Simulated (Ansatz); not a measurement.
`BB(C)I` and `CBI` differ in one atom or group.

Ansatz, PBE0-D4/def2-TZVP geometries, multiplicity 1.  `BB(C)I` holds a close contact that its SMILES doesn't draw: I···B 2.66 Å.

Elements past krypton have def2 core potentials.  Spin–orbit coupling is left out; it splits and shifts lone-pair levels of the heavy atoms by tenths of an eV.

| property | `BB(C)I` |
| --- | --- |
| LUMO energy (PBE/def2-TZVPP) / eV | -2.45 |
| HOMO–LUMO gap (PBE/def2-TZVPP) / eV | 4.12 |
| HOMO–LUMO gap (PBE0/def2-TZVPP) / eV | 6.13 |
| HOMO–LUMO gap (B3LYP/def2-TZVPP) / eV | 5.73 |
| LUMO energy (B3LYP/def2-TZVPP) / eV | -1.72 |
| LUMO energy (PBE0/def2-TZVPP) / eV | -1.55 |

(1) What does the change do to each property? (Best estimate.)

## Answers

(1) The calculation gave: 
```csv
property,`CBI`,shift
LUMO energy (PBE/def2-TZVPP) / eV,-2.54,-0.09
HOMO–LUMO gap (PBE/def2-TZVPP) / eV,3.71,-0.41
HOMO–LUMO gap (PBE0/def2-TZVPP) / eV,5.76,-0.37
HOMO–LUMO gap (B3LYP/def2-TZVPP) / eV,5.34,-0.39
LUMO energy (B3LYP/def2-TZVPP) / eV,-1.79,-0.07
LUMO energy (PBE0/def2-TZVPP) / eV,-1.62,-0.07
```

With PBE0 the HOMO rises by 0.30 eV and the LUMO falls by 0.07 eV, so the gap narrows by about 0.37 eV. PBE moves the HOMO by 0.33 eV and ωB97M-V by 0.23 eV. The zero-point energy changes by -31.1 kJ/mol with -6 modes.

B3LYP here is the variant with VWN-RPA as its local correlation; programs differ in this.
